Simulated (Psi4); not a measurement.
HBe, charge +1, singlet, at a GFN2-xTB geometry (such geometries of metal compounds can be far from the true shape); PBE/def2-SVP (Psi4 1.11).

Input for Psi4:
```
memory 2 GB

molecule {
1 1
  Be   -0.00000000   -0.00000000   -0.27954705
  H     0.00000000    0.00000000    1.11818818
symmetry cs
}

set basis def2-svp

energy('pbe')
print_variables()
```

Problem. Write the output that Psi4 gives for this input, abridged.

Solution. 
```
   => Loading Basis Set <=

    Name: DEF2-SVP
    Role: ORBITAL
    Keyword: BASIS

         ---------------------------------------------------------
                                   SCF
               by Justin Turney, Rob Parrish, Andy Simmonett
                          and Daniel G. A. Smith
                              RKS Reference
         ---------------------------------------------------------

  ==> Geometry <==

    Molecular point group: cs
    Full point group: C_inf_v

    Geometry (in Angstrom), charge = 1, multiplicity = 1:

       Center              X                  Y                   Z               Mass
    ------------   -----------------  -----------------  -----------------  -----------------
         BE           0.000000000000     0.000000000000    -0.140585969548     9.012183065000
         H            0.000000000000     0.000000000000     1.257149260452     1.007825032230

  Running in cs symmetry.

  Rotational constants: A = ************  B =      9.51918  C =      9.51918 [cm^-1]
  Rotational constants: A = ************  B = 285377.87665  C = 285377.87665 [MHz]
  Nuclear repulsion =    1.514384696935771

  Charge       = 1
  Multiplicity = 1
  Electrons    = 4
  Nalpha       = 2
  Nbeta        = 2

  ==> Algorithm <==

  SCF Algorithm Type is DF.
  DIIS enabled.
  MOM disabled.
  Fractional occupation disabled.
  Guess Type is SAD.
  Energy threshold   = 1.00e-06
  Density threshold  = 1.00e-06
  Integral threshold = 1.00e-12

  ==> Primary Basis <==

  Basis Set: DEF2-SVP
    Blend: DEF2-SVP
    Number of shells: 8
    Number of basis functions: 14
    Number of Cartesian functions: 14
    Spherical Harmonics?: true
    Max angular momentum: 1

  ==> DFT Potential <==

   => LibXC <=

    Version 7.1.2
    S. Lehtola, C. Steigemann, M. J. T. Oliveira, and M. A. L. Marques,  SoftwareX 7, 1–5 (2018) (10.1016/j.softx.2017.11.002)

   => Composite Functional: PBE <=

    PBE GGA Exchange-Correlation Functional

    J.P. Perdew et. al., Phys. Rev. Lett., 77(18), 3865-3868, 1996

    Deriv               =              1
    GGA                 =           TRUE
    Meta                =          FALSE

    Exchange Hybrid     =          FALSE
    MP2 Hybrid          =          FALSE

   => Exchange Functionals <=

    1.0000     XC_GGA_X_PBE

   => Correlation Functionals <=

    1.0000     XC_GGA_C_PBE

   => LibXC Density Thresholds  <==

    XC_GGA_C_PBE:  1.00E-12
    XC_GGA_X_PBE:  1.00E-15

   => Molecular Quadrature <=

    Radial Scheme          =       TREUTLER
    Pruning Scheme         =           NONE
    Nuclear Scheme         =       TREUTLER

    Blocking Scheme        =         OCTREE
    BS radius alpha        =              1
    Pruning alpha          =              1
    Radial Points          =             75
    Spherical Points       =            302
    Total Points           =          43789
    Total Blocks           =            403
    Max Points             =            255
    Max Functions          =             14
    Weights Tolerance      =       1.00E-15

   => Loading Basis Set <=

    Name: (DEF2-SVP AUX)
    Role: JKFIT
    Keyword: DF_BASIS_SCF

  ==> Integral Setup <==

  SCF_SUBTYPE=INCORE selected. In-core MEM_DF algorithm will be used.
  Using in-core AOs.

  ==> MemDFJK: Density-Fitted J/K Matrices <==

    J tasked:                   Yes
    K tasked:                    No
    wK tasked:                   No
    Algorithm:                 Core
    Schwarz Cutoff:           1E-12
    Mask sparsity (%):       0.0000
    Fitting Condition:        1E-10

   => Auxiliary Basis Set <=

  Basis Set: (DEF2-SVP AUX)
    Blend: DEF2-UNIVERSAL-JKFIT
    Number of shells: 23
    Number of basis functions: 69
    Number of Cartesian functions: 80
    Spherical Harmonics?: true
    Max angular momentum: 3

  Minimum eigenvalue in the overlap matrix is 5.9579817909E-02.
  Reciprocal condition number of the overlap matrix is 1.9047474046E-02.
    Using symmetric orthogonalization.

  ==> Pre-Iterations <==

  SCF Guess: Superposition of Atomic Densities via on-the-fly atomic UHF (no occupation information).

   -------------------------
    Irrep   Nso     Nmo
   -------------------------
     A'        11      11
     A"         3       3
   -------------------------
    Total      14      14
   -------------------------

  ==> Iterations <==

                           Total Energy        Delta E     RMS |[F,P]|

   @DF-RKS iter SAD:   -14.93398171613996   -1.49340e+01   0.00000e+00
   @DF-RKS iter   1:   -14.86160485949812    7.23769e-02   1.25718e-02 DIIS/ADIIS
   @DF-RKS iter   2:   -14.85173524785347    9.86961e-03   1.30266e-02 DIIS/ADIIS
   @DF-RKS iter   3:   -14.88778705319820   -3.60518e-02   1.26446e-03 DIIS/ADIIS
   @DF-RKS iter   4:   -14.88813363647711   -3.46583e-04   5.97935e-05 DIIS
   @DF-RKS iter   5:   -14.88813441246580   -7.75989e-07   1.68650e-05 DIIS
   @DF-RKS iter   6:   -14.88813445186030   -3.93945e-08   1.27003e-06 DIIS
   @DF-RKS iter   7:   -14.88813445217065   -3.10351e-10   3.55199e-08 DIIS
  Energy and wave function converged.

  ==> Post-Iterations <==

   Electrons on quadrature grid:
      Ntotal   =    4.0000000253 ; deviation = 2.526e-08

    Orbital Energies [Eh]
    ---------------------

    Doubly Occupied:

       1Ap    -4.298422     2Ap    -0.572903

    Virtual:

       3Ap    -0.421727     1App   -0.341763     4Ap    -0.341763
       5Ap    -0.112132     6Ap    -0.107619     7Ap    -0.063776
       2App   -0.045682     8Ap    -0.045682     9Ap     0.418813
      10Ap     1.130345     3App    1.130345    11Ap     1.439478

    Final Occupation by Irrep:
             Ap   App
    DOCC [     2,    0 ]
    NA   [     2,    0 ]
    NB   [     2,    0 ]

  @DF-RKS Final Energy:   -14.88813445217065

   => Energetics <=

    Nuclear Repulsion Energy =              1.5143846969357710
    One-Electron Energy =                 -20.9909924360084972
    Two-Electron Energy =                   7.4614303735159542
    DFT Exchange-Correlation Energy =      -2.8729570866138783
    Empirical Dispersion Energy =           0.0000000000000000
    VV10 Nonlocal Energy =                  0.0000000000000000
    Total Energy =                        -14.8881344521706502

Computation Completed

Properties will be evaluated at   0.000000,   0.000000,   0.000000 [a0]

Properties computed using the SCF density matrix

 Multipole Moments:

 ------------------------------------------------------------------------------------
     Multipole            Electronic (a.u.)      Nuclear  (a.u.)        Total (a.u.)
 ------------------------------------------------------------------------------------

 L = 1.  Multiply by 2.5417464519 to convert [e a0] to [Debye]
 Dipole X            :          0.0000000            0.0000000            0.0000000
 Dipole Y            :         -0.0000000            0.0000000           -0.0000000
 Dipole Z            :         -2.3985215            1.3129919           -1.0855296
 Magnitude           :                                                    1.0855296

 ------------------------------------------------------------------------------------

  Variable Map:
  ----------------------------------------------------------------------------
  "CURRENT ENERGY"              =>     -14.888134452171
  "CURRENT REFERENCE ENERGY"    =>     -14.888134452171
  "DD SOLVATION ENERGY"         =>       0.000000000000
  "DFT FUNCTIONAL TOTAL ENERGY" =>     -14.888134452171
  "DFT TOTAL ENERGY"            =>     -14.888134452171
  "DFT VV10 ENERGY"             =>       0.000000000000
  "DFT XC ENERGY"               =>      -2.872957086614
  "GRID ELECTRONS ALPHA"        =>       2.000000012628
  "GRID ELECTRONS BETA"         =>       2.000000012628
  "GRID ELECTRONS TOTAL"        =>       4.000000025257
  "NUCLEAR REPULSION ENERGY"    =>       1.514384696936
  "ONE-ELECTRON ENERGY"         =>     -20.990992436008
  "PCM POLARIZATION ENERGY"     =>       0.000000000000
  "PE ENERGY"                   =>       0.000000000000
  "SCF ITERATION ENERGY"        =>     -14.888134452171
  "SCF ITERATIONS"              =>       7.000000000000
  "SCF TOTAL ENERGY"            =>     -14.888134452171
  "TWO-ELECTRON ENERGY"         =>       7.461430373516
  "XC GRID RADIAL POINTS"       =>      75.000000000000
  "XC GRID SPHERICAL POINTS"    =>     302.000000000000
  "XC GRID TOTAL POINTS"        =>   43789.000000000000

  Array Variable Map:
  ----------------------------------------------------------------------------
  "CURRENT DIPOLE"              =>       0.000000000000 ... -1.085529593711 1 by 3
  "SCF DIPOLE"                  =>       0.000000000000 ... -1.085529593711 1 by 3
  "SCF TOTAL ENERGIES"          =>     -14.933981716140 ... -14.888134452171 1 by 8
```
